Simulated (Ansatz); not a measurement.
Consider the formal loss of a carbene: `CN[SiH2][SiH3]` → `[CH2]` (triplet) + `N[SiH2][SiH3]`.

Calculated with Ansatz (gas phase, PBE0-D4/def2-TZVP geometries, no zero-point term in ΔE). CCSD(T)/CBS is the MP2 limit (def2-TZVPP, def2-QZVPP) plus CCSD(T) − MP2 in def2-TZVPP, frozen cores. This one scheme is used for every species. DFT in def2-TZVPP. B3LYP here is the variant with VWN-RPA as its local correlation; programs differ in this. Triplets are unrestricted, without spin–orbit coupling. One conformer a species, not always the lowest.

`CN[SiH2][SiH3]`:

Z-matrix (Å, degrees):
```
C
N 1 1.448
H 1 1.093 2 109.5
H 1 1.093 2 110.8 3 -117.7
H 1 1.098 2 113.9 3 120.2
Si 2 1.722 1 122.6 3 -37.9
H 2 1.008 1 113.6 3 171.6
Si 6 2.354 2 115.3 1 -62.4
H 6 1.491 2 108.4 1 58.0
H 6 1.489 2 107.1 1 176.3
H 8 1.490 6 110.9 2 -61.9
H 8 1.490 6 111.2 2 177.7
H 8 1.491 6 110.9 2 57.6
```

`[CH2]` (triplet):

```xyz
3

C    -0.229    0.058    0.142
H    -0.185   -0.975   -0.167
H     0.414    0.916    0.025
```

`N[SiH2][SiH3]`:

Z-matrix (Å, degrees):
```
Si
Si 1 2.341
N 1 1.724 2 108.6
H 1 1.497 2 108.1 3 -126.1
H 1 1.488 2 110.7 3 117.7
H 2 1.489 1 110.3 3 173.7
H 2 1.491 1 110.1 3 54.6
H 2 1.488 1 111.4 3 -65.4
H 3 1.008 1 119.6 2 167.4
H 3 1.007 1 119.6 2 -50.6
```

CCSD(T)/CBS gives +394.1 kJ/mol.

(1) Another level gave +370.6 kJ/mol. Which?
A. r2SCAN0/def2-TZVPP
B. B3LYP-D4/def2-TZVPP
C. BHLYP/def2-TZVPP
D. PBE-D4/def2-TZVPP

Largest T1 diagnostic among the species: 0.012.

Results:

(1) C. BHLYP 370.6, B3LYP-D4 391.6, PBE-D4 404.9, r2SCAN0 366.1 kJ/mol.

In def2-TZVPP, CCSD(T) changes the Hartree–Fock value by +133.9 kJ/mol (the triples alone add +11.2 kJ/mol) and MP2 by +144.2 kJ/mol. At CCSD(T), def2-SVP lies −8.1 kJ/mol from the extrapolated value and def2-TZVPP −9.9 kJ/mol. Leaving LDA and LC-ωPBE aside and taking each functional with its dispersion term where it has one, the values, not all of them listed here, spread over 38.9 kJ/mol, from r2SCAN0-D4 to ωB97X-V. LDA lies +72.7 kJ/mol from PBE without D4.
